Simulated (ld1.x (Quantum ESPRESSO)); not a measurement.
## Scattering properties, TM potential for rhenium

```json
{"Element": "Re", "Generator": "ld1.x (Quantum ESPRESSO) 7.5", "Type": "norm-conserving Troullier–Martins (Kleinman–Bylander form)", "Functional": "revPBE", "Relativity": "scalar-relativistic", "Frozen core": "[Xe] 4f14", "Valence charge": "7", "Reference configuration": "5d5 6s2 6p0", "Partial waves": "6s (bound): rc 2.05 bohr; 5d (bound): rc 2.40 bohr; 5f channel at 0.15 Ry: rc 2.70 bohr; 6p (bound, empty): rc 2.70 bohr", "Local potential": "the p channel", "Core correction": "a·sin(br)/r model core inside 1.25 bohr"}
```

The phase is arctan(r·u′/u) with u = r·R(r), unwrapped; energies in Ry, scanned from -2 to 5 Ry. A pole is an energy at which the radial function vanishes at the test radius. The pseudo phase is shifted by a multiple of π to meet the all-electron one at the reference energy, and phase errors are pseudo minus all-electron; the curves can meet again beyond the range given. Levels narrower than the energy grid can be missing from the lists of poles.

Q: For each channel, where are the poles, and over which energies does the pseudopotential scatter like the atom?

A:

```json
{"channel": "s", "radius (bohr)": "2.93", "reference energy (Ry)": "-0.43", "poles, all-electron": "1.09", "poles, pseudo": "0.18, 2.00", "unbroken range about the reference energy with phases within 0.05 rad": "below -0.1", "phase error 1 Ry above the reference energy (rad)": "-2.901"}
{"channel": "p", "radius (bohr)": "2.93", "reference energy (Ry)": "-0.09", "poles, all-electron": "2.47", "poles, pseudo": "1.89", "unbroken range about the reference energy with phases within 0.05 rad": "below 1.2", "phase error 1 Ry above the reference energy (rad)": "-0.047"}
{"channel": "d", "radius (bohr)": "2.93", "reference energy (Ry)": "-0.39", "poles, all-electron": "-0.07, 4.88", "poles, pseudo": "-0.05", "unbroken range about the reference energy with phases within 0.05 rad": "below 0.7", "phase error 1 Ry above the reference energy (rad)": "+0.043"}
{"channel": "f", "radius (bohr)": "2.93", "reference energy (Ry)": "0.15", "poles, all-electron": "3.07", "poles, pseudo": "3.36", "unbroken range about the reference energy with phases within 0.05 rad": "below 1.4", "phase error 1 Ry above the reference energy (rad)": "+0.015"}
```

Phases in the d channel:

| E (Ry) | all-electron | pseudo |
| --- | --- | --- |
| -2.00 | 1.315 | 1.321 |
| -1.76 | 1.293 | 1.300 |
| -1.52 | 1.262 | 1.271 |
| -1.28 | 1.217 | 1.228 |
| -1.04 | 1.137 | 1.151 |
| -0.80 | 0.947 | 0.969 |
| -0.56 | 0.096 | 0.123 |
| -0.32 | -1.268 | -1.266 |
| -0.08 | -1.563 | -1.552 |
| 0.16 | -1.678 | -1.658 |
| 0.40 | -1.752 | -1.720 |
| 0.64 | -1.815 | -1.769 |
| 0.88 | -1.882 | -1.814 |
| 1.12 | -1.967 | -1.862 |
| 1.36 | -2.088 | -1.917 |
| 1.60 | -2.287 | -1.987 |
| 1.84 | -2.654 | -2.082 |
| 2.08 | -3.264 | -2.222 |
| 2.32 | -3.837 | -2.443 |
| 2.56 | -4.162 | -2.803 |
| 2.80 | -4.338 | -3.296 |
| 3.04 | -4.444 | -3.748 |
| 3.28 | -4.515 | -4.045 |
| 3.52 | -4.565 | -4.226 |
| 3.76 | -4.603 | -4.342 |
| 4.00 | -4.634 | -4.421 |
| 4.24 | -4.659 | -4.479 |
| 4.48 | -4.681 | -4.522 |
| 4.72 | -4.700 | -4.556 |
| 4.96 | -4.718 | -4.583 |
